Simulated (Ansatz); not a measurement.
Mulliken charges of CH3O3Re (`[CH3][Re](=[O])(=[O])=[O]`) from r2SCAN/def2-TZVPP in Ansatz (PBE0-D4/def2-TZVP geometry).

```csv
atom,x (Å),y (Å),z (Å),charge (e)
C1,-0.855,-0.092,0.650,-0.415
Re2,0.790,0.085,-0.601,1.243
O3,1.996,-0.897,0.076,-0.392
O4,0.278,-0.459,-2.123,-0.392
O5,1.204,1.729,-0.596,-0.392
H6,-1.166,-1.138,0.684,0.116
H7,-0.580,0.247,1.650,0.116
H8,-1.667,0.524,0.259,0.116
```

By hand: the dipole of these point charges (1 e Å = 4.8032 D).

Σ q r = (-0.422, -0.045, 0.320) e Å, of length 0.532 e Å = 2.56 D.

How does the dipole of the full density compare? (Best estimate.)

Ansatz gave: (-0.511, -0.055, 0.389) e Å, 3.10 D; the point charges give 0.83 times that, at 0° from its direction.

Point charges leave out the atoms' own dipoles, such as those of lone pairs, and Mulliken's split depends on the basis, so the two needn't agree.
